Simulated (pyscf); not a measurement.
**H₂N–GeH₂–SnH₃, singlet**

Gas-phase minimum from PySCF at ωB97X-D3(BJ)/def2-SVP, one conformer. 

```xyz
10

N      0.2560    -1.8482    -0.4736
Ge     0.6626    -0.0805    -0.8180
Sn    -1.4395     1.4092    -0.9600
H     -0.2048    -2.0035     0.4203
H     -0.3016    -2.2962    -1.1975
H      1.5833     0.3932     0.3193
H      1.4324    -0.0535    -2.1493
H     -1.0894     3.0518    -1.2851
H     -2.4780     0.8330    -2.1943
H     -2.3093     1.3325     0.5136
```
Charge 0, spin multiplicity 1.

Bonds (Å): N1–Ge2 1.846, N1–H4 1.018, N1–H5 1.018, Ge2–Sn3 2.580, Ge2–H6 1.538, Ge2–H7 1.538, Sn3–H8 1.711, Sn3–H9 1.713, Sn3–H10 1.713. Bond angles (°): Ge2–N1–H4 114.2, Ge2–N1–H5 114.2, H4–N1–H5 108.0, N1–Ge2–Sn3 112.6, N1–Ge2–H6 106.8, N1–Ge2–H7 106.8, Sn3–Ge2–H6 110.5, Sn3–Ge2–H7 110.5, H6–Ge2–H7 109.6, Ge2–Sn3–H8 113.5, Ge2–Sn3–H9 109.8, Ge2–Sn3–H10 109.9, H8–Sn3–H9 108.1, H8–Sn3–H10 108.1 (the first ones only).

Properties at ωB97X-D3(BJ)/def2-SVP:

```yaml
harmonic_wavenumbers_unscaled: 70, 111, 139, 240, 304, 392, 463, 560, 669, 683, 712, 758, 758, 797, 874, 937, 1567, 1949, 1951, 1957, 2174, 2178, 3577, 3669 cm⁻¹
zero_point_energy: 39.3 kcal/mol
rotational_symmetry_number: 1
Entropy of this conformer at 298 K and 1 atm, rigid rotor and harmonic oscillator, modes under 100 cm⁻¹ raised to 100: 361.8 J/(mol K)
dipole_moment: 0.76 D
```

Single-point totals, which compare only within one level:

```json
[
 {"level": "ωB97X-D3(BJ)/def2-TZVP", "total energy (hartree)": "-2350.35382"},
 {"level": "PBE/def2-TZVP", "total energy (hartree)": "-2349.88046"},
 {"level": "r²SCAN/def2-TZVP", "total energy (hartree)": "-2350.31882"},
 {"level": "B3LYP-D3(BJ)/def2-TZVP", "total energy (hartree)": "-2350.42334"},
 {"level": "PBE0-D3(BJ)/def2-TZVP", "total energy (hartree)": "-2349.96254"},
 {"level": "M06-2X/def2-TZVP", "total energy (hartree)": "-2350.17309"},
 {"level": "ωB97M-D3(BJ)/def2-TZVP", "total energy (hartree)": "-2350.35079"}
]
```

Soft torsions are taken as harmonic, which can shift the entropy by several J/(mol K). Elements up to Kr have no core potential and no relativistic terms here. Elements past Kr carry the def2 core potentials, without spin-orbit coupling.
